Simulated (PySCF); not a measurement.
C₃H₉FNSi₂ (doublet state).
Geometry (GFN2-xTB, Å), atoms numbered from 1 in this order:
```xyz
16
C3H9FNSi2 angstrom
F     -2.3434   -0.2494   -1.6194
C     -2.3366   -0.5252   -0.2785
C     -2.0313    0.5874    0.6589
C     -1.0266   -0.5134    0.4279
Si     0.5049   -0.1588   -0.6107
N      1.8275   -0.1409    0.4985
Si     3.5073    0.1258    0.1537
H     -3.1069   -1.2545   -0.0572
H     -1.8230    1.5544    0.2280
H     -2.5718    0.6273    1.5934
H     -0.9317   -1.2414    1.2240
H      0.3822    1.1504   -1.2573
H      0.6855   -1.2179   -1.6091
H      1.6177   -0.3527    1.4603
H      4.0260    1.0806    1.1302
H      3.6127    0.5373   -1.2362
```

The hyperfine couplings belong to this conformer and change with its torsions.

As a line formula: `F[C@@H]1C[C@@H]1[SiH2]N[SiH2]` [radical].

Computed with UKS B3LYP, pcH-1 on C F H N Si, non-relativistic, mean-field spin-orbit, GIAO in PySCF 2.14.0. One conformer (not necessarily the lowest) at the GFN2-xTB geometry, without solvent, vibrations or thermal averaging. Couplings are sensitive to structure, and on GFN2-xTB geometries they can be far from those on DFT ones, by a factor of two or more for some ions and for spin on atoms past the first row. The SCF solution wasn't tested for stability.

Mulliken spin populations: F1 0.000, C2 +0.001, C3 0.000, C4 +0.001, Si5 +0.001, N6 +0.097, Si7 +0.834, H8 0.000, H9 0.000, H10 0.000, H11 0.000, H12 +0.005, H13 +0.005, H14 -0.006, H15 +0.045, H16 +0.017.

Question: What dipolar couplings does the calculation give for H8, H9, H10, H11, H12, H13, H14?

Answer: 
```json
{"atom": "H8", "position": "5 bonds from Si7", "distance from Si7 (Å)": "6.76", "T1 (MHz)": "-0.31", "T2": "-0.25", "T3": "0.55"}
{"atom": "H9", "position": "5 bonds from Si7", "distance from Si7 (Å)": "5.52", "T1 (MHz)": "-0.51", "T2": "-0.46", "T3": "0.97"}
{"atom": "H10", "position": "5 bonds from Si7", "distance from Si7 (Å)": "6.27", "T1 (MHz)": "-0.35", "T2": "-0.33", "T3": "0.68"}
{"atom": "H11", "position": "4 bonds from Si7", "distance from Si7 (Å)": "4.77", "T1 (MHz)": "-0.92", "T2": "-0.69", "T3": "1.61"}
{"atom": "H12", "position": "3 bonds from Si7", "distance from Si7 (Å)": "3.58", "T1 (MHz)": "-1.55", "T2": "-1.04", "T3": "2.59"}
{"atom": "H13", "position": "3 bonds from Si7", "distance from Si7 (Å)": "3.59", "T1 (MHz)": "-1.54", "T2": "-1.10", "T3": "2.65"}
{"atom": "H14", "position": "2 bonds from Si7", "distance from Si7 (Å)": "2.35", "T1 (MHz)": "-7.86", "T2": "-3.88", "T3": "11.74"}
```

Question: Estimate them with point dipoles: put each population ρk at its nucleus, leave out the nucleus itself and the atom bound to it, and sum T = Σ [ρk/(2S)]·C·(3 n nᵀ − 1)/r³ with C = μ0 gₑ μB g_N μN/(4π h) = 79.06 MHz Å³.

Answer: 
```csv
atom,T1 (MHz),T2,T3,"T3, computed",difference in T3 (%)
H8,-0.30,-0.29,0.59,0.55,+6
H9,-0.54,-0.53,1.07,0.97,+11
H10,-0.37,-0.35,0.73,0.68,+7
H11,-0.90,-0.88,1.78,1.61,+10
H12,-1.89,-1.71,3.61,2.59,+39
H13,-1.86,-1.69,3.56,2.65,+34
H14,-5.28,-5.14,10.42,11.74,-11
```

Question: If all the spin sat on Si7, T∥ = 2C/r³. What distance does the computed T3 of H13 then imply?

Answer: r = (2 × 79.06/2.65)^(1/3) = 3.91 Å, against 3.59 Å in the structure.
